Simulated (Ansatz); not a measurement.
Consider the ligand exchange at a B–C bond: `B/C=C/CO` + `O[SiH2]S` → `BO[SiH2]S` + `C=CCO`.

Gas-phase electronic energies from Ansatz, PBE0-D4/def2-TZVP geometries. CCSD(T)/CBS adds triple-zeta CCSD(T) − MP2 to the extrapolated MP2 energy (def2 sets, frozen cores). Functionals use def2-TZVPP. Each species was taken in one conformer, which may not be the lowest.

Is it downhill or uphill in electronic energy at CCSD(T)/CBS, and by how much? (Estimate.)

Computed: Downhill: ΔE = -106.9 kJ/mol.

What do these levels give: revPBE-D4, BLYP-D4, B97M-V, B2PLYP, CCSD/def2-SVP, HF/def2-TZVPP? (Best estimate.)

Computed: revPBE-D4 -96.9, BLYP-D4 -106.0, B97M-V -102.4, B2PLYP -107.7, CCSD/def2-SVP -126.6, HF/def2-TZVPP -113.4 kJ/mol.

What do rigid-rotor, harmonic-oscillator terms from PBE0-D4/def2-TZVP frequencies (298.15 K, 1 bar) make of the CCSD(T)/CBS value? (Best estimate.)

The calculation gave: ΔZPE = +2.2 kJ/mol, ΔH = -104.9 kJ/mol, ΔS = 4 J/(mol·K), ΔG = -106.2 kJ/mol. Modes under 50 cm⁻¹ make the entropy rough.

Largest T1 diagnostic among the species: 0.013.

From BLYP to BHLYP (50 % exact exchange), in def2-TZVPP and without D4, ΔE moves by −4.4 kJ/mol. At CCSD(T), def2-SVP lies −19.5 kJ/mol from the extrapolated value and def2-TZVPP −1.5 kJ/mol.
